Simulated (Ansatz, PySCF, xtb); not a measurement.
Complex: SiH4 (SMILES [SiH4]) (first 5 atoms) with H4OSi (SMILES O[SiH3]); geometry from B3LYP-D3(BJ)/def2-TZVP, rigid monomers moved along the line of their centres of mass till H5···H8 is 3.77 Å.
(charge 0, multiplicity 1):
```xyz
11

Si    -0.00625     0.15046     0.19760
H     -0.82316     1.07556     1.01332
H      1.37651     0.65871     0.08435
H     -0.60914    -0.00418    -1.14389
H      0.01719    -1.17478     0.86582
O     -0.55110    -1.39054     5.48135
Si    -0.09593     0.13596     5.91599
H     -0.68550    -1.57126     4.54702
H      1.04035     0.61383     5.08728
H      0.31151     0.05521     7.33254
H     -1.20508     1.10978     5.76859
```

Monomers are frozen at their geometry in the pair; levels with a basis set take the counterpoise correction.

Frozen-core correlation. Rows in 6-31G* carry no dispersion term and start afresh at each structure (6-31G* with six Cartesian d functions).

The values were computed with Ansatz (Gaussian orbitals); PySCF for 6-31G* rows; xtb for the GFN methods. Each number belongs to the level named beside it.

**Question.** Give the interaction energy at the level GFN2-xTB.

**Answer.** -0.6 kcal/mol

Ansatz is an electronic-structure program.
